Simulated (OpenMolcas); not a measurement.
## Fe4+: moving or changing the point charges

Fe4+ among 2 point charges of -2.5 e arranged as a linear pair (D∞h), 1.95 Å from the ion.

```json
{
 "Program": "OpenMolcas",
 "Method": "SS-CASPT2, IPEA 0.25 Eh, imaginary shift 0.1 Eh (closed shells correlated: 3s 3p)",
 "Basis": "ANO-RCC-VDZP [5s4p2d1f]",
 "Scalar Hamiltonian": "DKH2, point nucleus",
 "Active space": "4 electrons in 5 orbitals (3d)",
 "State averaging": "2S+1 = 5 even, 5 roots; 2S+1 = 3 even, 45 roots; 2S+1 = 1 even, 50 roots",
 "Spin-orbit coupling": "state interaction with AMFI integrals over the reference wave functions"
}
```

Runs around this geometry, states (labels by Λ). Energies in cm-1 above the lowest state or level, χT in cm3 K/mol.

| R (Å) | q (e) | Ground state | First state of that spin | First gap with spin-orbit (degeneracies) | χT at 300 K | First state of another spin |
| --- | --- | --- | --- | --- | --- | --- |
| 1.95 | -2 | 5Σ | 5Π 3440 | 21 (1, 2) | 2.594 | 3Γ 27620 |
| 1.77 | -2.5 | 5Σ | 5Π 5760 | 14 (1, 2) | 2.758 | 3Φ 27140 |
| 1.95 | -2.5 | 5Σ | 5Π 4180 | 18 (1, 2) | 2.665 | 3Γ 27620 |
| 2.13 | -2.5 | 5Σ | 5Π 3120 | 23 (1, 2) | 2.552 | 3Γ 27610 |

Taking the first state of the same spin as R^-n, n = -ln(3120 / 5760) / ln(2.13 / 1.77) = 3.3 between the shortest and longest distance.

Scaling the charges by -2 / -2.5 = 0.80 scales the first state of the same spin by 3440 / 4180 = 0.82; with fixed orbitals a first-order splitting would follow the charge.

Roots that are degenerate in the reference are averaged as groups; the widest CASPT2 spread within a group is 43 cm-1 (the 2-fold group of multiplicity 1 near 79900 cm-1 above the lowest state of its run, R = 1.95, q = -2.5). Shifts and gaps below about the spread of the groups concerned are not significant. Point charges give a weaker field than real ligands, and real ions of this kind are often low spin; the high spin found here belongs to the model. Free-ion shares, where given, are those of the reference states; single-state CASPT2 does not remix them. This is an electrostatic model: the charges have no orbitals. No measured value stands beside these numbers.
